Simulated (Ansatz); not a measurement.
System: C₃H₁₂OSi₂, charge 0, multiplicity 1. SMILES: C[SiH](OC[SiH3])C
Structure (B3LYP-D3(BJ)/def2-TZVP (Ansatz, a quantum-chemistry and plane-wave program) minimum search):
```xyz
18

C     -2.3224    -0.0001     1.5634
Si    -1.3505    -0.5096     0.0591
C     -2.1106     0.1429    -1.5208
O      0.1809     0.0879     0.2709
C      1.2540    -0.1861    -0.6299
Si     2.8534     0.4702     0.1367
H     -3.3431    -0.3862     1.5142
H     -1.8591    -0.3814     2.4748
H     -2.3753     1.0879     1.6397
H     -1.2652    -1.9939    -0.0387
H     -1.5249    -0.1432    -2.3970
H     -3.1185    -0.2577    -1.6550
H     -2.1809     1.2328    -1.5013
H      1.3413    -1.2641    -0.8184
H      1.0778     0.2914    -1.6018
H      2.7417     1.9289     0.3639
H      3.1106    -0.2109     1.4259
H      3.9821     0.2051    -0.7909
```

Property: vertical ionisation energy (to the doublet state of charge +1; each state is the SCF solution reached for its spin; for the doublet T1 is 0.062), in eV. Cores are frozen in the correlated levels unless marked. UHF or UKS for open shells. Spin-orbit coupling is left out. No relativistic terms. 

```tsv
level	program	vertical ionisation energy (eV)
HF/aug-cc-pV(D+d)Z	Ansatz	9.11
HF/aug-cc-pV(T+d)Z	Ansatz	9.13
SVWN5/def2-TZVPD	Ansatz	9.37
r2SCAN/def2-TZVPD	Ansatz	9.43
B3LYP/def2-TZVPD	Ansatz	9.66
PBE0/def2-TZVPD	Ansatz	9.66
BHLYP/def2-TZVPD	Ansatz	9.92
CAM-B3LYP/def2-TZVPD	Ansatz	9.93
wB97M-V/def2-TZVPD	Ansatz	9.98
wB97X-V/def2-TZVPD	Ansatz	10.00
MP2/aug-cc-pV(D+d)Z	Ansatz	10.64
RI-MP2/aug-cc-pV(T+d)Z	Ansatz	10.81
SCS-MP2/aug-cc-pV(D+d)Z	Ansatz	10.56
CCSD(T)/aug-cc-pV(D+d)Z	Ansatz	10.02
```
